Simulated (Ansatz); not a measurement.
Reaction (substitution at a C–C bond): `CC(C)[Te]B(O)O` + `NC[SiH2]N` → `CN[SiH2]CN` + `CC[Te]B(O)O`

Isolated molecules relaxed with PBE0-D4/def2-TZVP in Ansatz; ΔE leaves out vibrations. CBS: MP2 limit from def2 TZ/QZ plus the TZ coupled-cluster correction, frozen cores. Functionals use def2-TZVPP. B3LYP here is the variant with VWN-RPA as its local correlation; programs differ in this. def2 core potentials past Kr. For Te outer-core shells are correlated without core-valence functions, which leaves a few kJ/mol of doubt a bond. One conformer a species, not always the lowest.

```csv
level,ΔE (eV)
B3LYP-D4,0.45
ωB97X-V,0.46
PBE,0.45
CCSD(T)/def2-TZVPP,0.52
```

**Question.** What does CCSD(T)/CBS give? (Estimate.)

**Answer.** The calculation gave: +0.54 eV. The listed levels differ from it by -0.09, -0.08, -0.09, -0.02 eV.

Largest T1 diagnostic among the species: 0.012.

In def2-TZVPP, CCSD(T) changes the Hartree–Fock value by +0.08 eV (the triples alone add +0.01 eV) and MP2 by +0.15 eV.
